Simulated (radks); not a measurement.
All-electron atom: Tb in [Kr] 4d10 4f9 5s1 5p6 6s2 7s1 (not the ground configuration). Calculated with a radial shooting solver on a logarithmic mesh with Libxc functionals: Dirac Kohn-Sham, LDA (Slater exchange, Perdew-Wang correlation), spin-unpolarised, spherical densities, point nucleus; open shells fill j = l - 1/2 first.

X-ray form factor f0, the Fourier transform of the density (f0(0) = 65):

sin(theta)/lambda (1/angstrom),f0 (electrons)
0.05,62.994
0.1,60.189
0.15,56.951
0.2,53.581
0.25,50.281
0.3,47.095
0.4,41.281
0.5,36.376
0.6,32.271
0.8,25.844
1,21.346
1.25,17.772
1.5,15.458
2,11.871
